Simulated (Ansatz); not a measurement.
Species: C$_{4}$H$_{6}$N, net charge 1, singlet state. It need not be the lowest isomer of its formula. SMILES: C(/C=C\C)#[NH+]
Structure (B3LYP-D3(BJ)/def2-TZVP (Ansatz, a quantum-chemistry and plane-wave program) minimum search):
```xyz
11

C     -1.8701    -0.1168     0.0435
C     -0.7688    -1.0958     0.0615
C      0.5582    -0.8415     0.0235
C      1.0579     0.4573    -0.0409
N      1.5046     1.5116    -0.0940
H     -1.5420     0.9201    -0.0064
H     -2.5266    -0.3286    -0.8067
H     -2.4907    -0.2561     0.9347
H     -1.0483    -2.1436     0.1109
H      1.3075    -1.6247     0.0406
H      1.9048     2.4331    -0.1406
```
Charge +1, spin multiplicity 1.

Parts of the frozen-core correlation energy in cc-pwCVTZ (Ansatz, hartree). Frozen orbitals: 5; correlated occupied orbitals by spin: 13 and 13; virtual: 281 and 281. No spin-orbit coupling. No relativistic terms.

```json
[
 {"term": "reference (HF)", "value": "-209.20805"},
 {"term": "MP2 opposite-spin", "value": "?"},
 {"term": "MP2 same-spin", "value": "-0.19709"},
 {"term": "CCSD correlation", "value": "?"},
 {"term": "(T)", "value": "?"},
 {"term": "T1 diagnostic", "value": "0.016"},
 {"term": "largest doubles amplitude", "value": "0.080"}
]
```

Problem. What belongs in the gaps?

Solution. 
- MP2 opposite-spin, value: -0.63326
- CCSD correlation, value: -0.85826
- (T), value: -0.04206
